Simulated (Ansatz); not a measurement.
A series of O-Si bond dissociation energy values:

A. O[SiH3] [hydroxysilane] → [SiH3] (SiH3) + [OH] (HO)
B. C[SiH2]O[SiH3] -> C[SiH2] + [O][SiH3]
C. N[SiH2]O[SiH2]N -> N[SiH2] + N[SiH2][O]
D. O[SiH2]O -> O[SiH2] + [OH] (HO)

Quantity: bond dissociation energy (electronic energy difference), kcal/mol. Structures are relaxed separately at B3LYP-D3(BJ)/def2-TZVP in Ansatz (a first-principles code), one conformer each, not searched for the lowest. Cores are frozen in the correlated levels unless marked. Open shells are spin-unrestricted. No spin-orbit coupling. No relativistic terms. CBS marks a two-point X^-3 extrapolation of the correlation energy; Hartree-Fock from the larger set. The bracket is a focal-point correction in the basis named.

```json
[
 {"": "A", "revPBE-D3(BJ)/def2-TZVPD (Ansatz + dftd3)": "117.8", "r2SCAN-D4/def2-TZVPD (Ansatz + dftd4)": "120.7", "CCSD/cc-pV(T+d)Z (Ansatz)": "122.1", "RI-MP2/CBS(cc-pV(T+d)Z,cc-pV(Q+d)Z)+[CCSD(T)-MP2]/cc-pV(T+d)Z (Ansatz)": "128.7"},
 {"": "B", "revPBE-D3(BJ)/def2-TZVPD (Ansatz + dftd3)": "120.9", "r2SCAN-D4/def2-TZVPD (Ansatz + dftd4)": "126.9", "CCSD/cc-pV(T+d)Z (Ansatz)": "132.1", "RI-MP2/CBS(cc-pV(T+d)Z,cc-pV(Q+d)Z)+[CCSD(T)-MP2]/cc-pV(T+d)Z (Ansatz)": "137.8"},
 {"": "C", "revPBE-D3(BJ)/def2-TZVPD (Ansatz + dftd3)": "121.2", "r2SCAN-D4/def2-TZVPD (Ansatz + dftd4)": "127.6", "CCSD/cc-pV(T+d)Z (Ansatz)": "133.8", "RI-MP2/CBS(cc-pV(T+d)Z,cc-pV(Q+d)Z)+[CCSD(T)-MP2]/cc-pV(T+d)Z (Ansatz)": "139.4"},
 {"": "D", "revPBE-D3(BJ)/def2-TZVPD (Ansatz + dftd3)": "123.7", "r2SCAN-D4/def2-TZVPD (Ansatz + dftd4)": "127.9", "CCSD/cc-pV(T+d)Z (Ansatz)": "130.2", "RI-MP2/CBS(cc-pV(T+d)Z,cc-pV(Q+d)Z)+[CCSD(T)-MP2]/cc-pV(T+d)Z (Ansatz)": "136.4"}
]
```
